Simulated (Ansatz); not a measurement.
Program: Ansatz. Geometries: PBE0-D4/def2-TZVP. ΔE: electronic, gas phase. CBS: MP2 limit from def2 TZ/QZ plus the TZ coupled-cluster correction, frozen cores. This one scheme is used for every species, atoms too. Functionals use def2-TZVPP. B3LYP here is the variant with VWN-RPA as its local correlation; programs differ in this. No spin–orbit coupling; open shells (•) take unrestricted orbitals. Spin–orbit coupling would lower the free atoms: a little for B, C. One conformer a species, not always the lowest.

`B/C=C/CC` → B• + 4 C• + 9 H•  (atomization)

```
             level  ΔE (eV)
           PBE0-D4    58.26
          B3LYP-D4    58.02
            B2PLYP    57.42
     HF/def2-TZVPP    44.46
SCS-MP2/def2-TZVPP    56.99
CCSD(T)/def2-TZVPP    56.50
      HF/CBS(def2)    44.51
     MP2/CBS(def2)    58.28
```

**Question.** What does CCSD(T)/CBS give? (An estimate is asked.)

**Answer.** The calculation gave: +57.64 eV. The listed levels differ from it by 0.62, 0.38, -0.22, -13.18, -0.65, -1.14, -13.13, 0.64 eV.

Largest T1 diagnostic among the species: 0.014.

In def2-TZVPP, CCSD(T) changes the Hartree–Fock value by +12.04 eV (the triples alone add +0.68 eV) and MP2 by +12.68 eV; breaking electron pairs costs correlation energy, which Hartree–Fock lacks. From PBE to PBE0 (25 % exact exchange), in def2-TZVPP and without D4, ΔE moves by −0.60 eV: exact exchange takes away binding that semilocal exchange gives to molecules. The D4 term adds +0.38 eV with B3LYP and +0.20 eV with PBE0; it sums over pairs of atoms, weighted by their polarisabilities, and B3LYP, whose exchange is more repulsive, gets the larger term.

For atomizations the MP2-based limit and the directly extrapolated one differ by several kJ/mol either way, and by 10 to 25 for some Ge, Se and Sn compounds, so smaller differences from it don't rank the levels.
